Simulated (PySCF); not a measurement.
H3IrO3, SMILES [OH][Ir]([OH])[OH], multiplicity 1. The structure is a stationary point at PBE0-D3(BJ)/def2-SVP. The multiplicity is an assumed one; other spin states were not compared. The def2 effective core potentials stand for the cores of Ir; spin–orbit coupling is left out. Other conformers were not sampled.

Computed equilibrium geometry at PBE0-D3(BJ)/def2-SVP (PySCF confirms it by a frequency run) as Cartesian coordinates in Å, and its point group (one conformer of several):
point group Cs.
```xyz
7

Ir    -0.0092     0.0020     0.0000
O     -0.0862     0.9061     1.5966
H      0.8169     1.0957     1.9060
O      0.1496    -1.8285     0.0000
H     -0.7452    -2.2128     0.0000
O     -0.0862     0.9061    -1.5966
H      0.8169     1.0957    -1.9060
```
Charge 0, spin multiplicity 1.
